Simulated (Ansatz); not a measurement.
Relaxation of CH5NOSi (9 atoms, charge 0, multiplicity 1), to a largest force component of 0.015 eV/Å in at most 40 steps.

Computed with Ansatz 0.2.0, RKS PBE0/def2-SVP.

```xyz
9
Properties=species:S:1:pos:R:3:forces:R:3
N -0.927 0.928 -0.942 -1.24 -0.18 0.31
C 0.271 0.617 -0.710 0.72 -0.18 0.15
Si 0.570 -0.653 0.672 0.09 0.53 -0.60
O -0.889 -1.054 1.245 -1.00 -0.59 0.75
H -1.086 1.613 -1.683 0.30 0.13 -0.17
H 1.119 1.046 -1.262 0.32 0.23 -0.29
H 1.366 -0.034 1.730 0.52 0.19 0.35
H 1.220 -1.836 0.109 0.48 -0.42 -0.19
H -1.645 -0.626 0.842 -0.19 0.30 -0.31
```

Task: Where does it end, and by what steps?

Result: The run converged. After 7 steps the energy has fallen by 0.123 eV; H9 moved furthest, 0.26 Å.

```json
{"step": "0", "energy less start (eV)": "0.0000", "largest force component (eV/Å)": "1.242", "accepted": "yes"}
{"step": "1", "energy less start (eV)": "-0.0784", "largest force component (eV/Å)": "0.554", "accepted": "yes"}
{"step": "2", "energy less start (eV)": "-0.1051", "largest force component (eV/Å)": "0.267", "accepted": "yes"}
{"step": "3", "energy less start (eV)": "-0.1123", "largest force component (eV/Å)": "0.200", "accepted": "yes"}
{"step": "4", "energy less start (eV)": "-0.1193", "largest force component (eV/Å)": "0.176", "accepted": "yes"}
{"step": "5", "energy less start (eV)": "-0.1225", "largest force component (eV/Å)": "0.102", "accepted": "yes"}
{"step": "6", "energy less start (eV)": "-0.1229", "largest force component (eV/Å)": "0.072", "accepted": "yes"}
{"step": "7", "energy less start (eV)": "-0.1232", "largest force component (eV/Å)": "0.012", "accepted": "yes"}
```

```xyz
9
Properties=species:S:1:pos:R:3
N -0.965 0.857 -0.863
C 0.272 0.603 -0.691
Si 0.576 -0.672 0.692
O -0.963 -1.005 1.202
H -1.134 1.543 -1.608
H 1.070 1.082 -1.292
H 1.428 -0.076 1.764
H 1.279 -1.870 0.143
H -1.563 -0.463 0.654
```

The run took 26 s on 1 thread of Arm Neoverse V2 (shared host), peak memory 0.16 GiB.
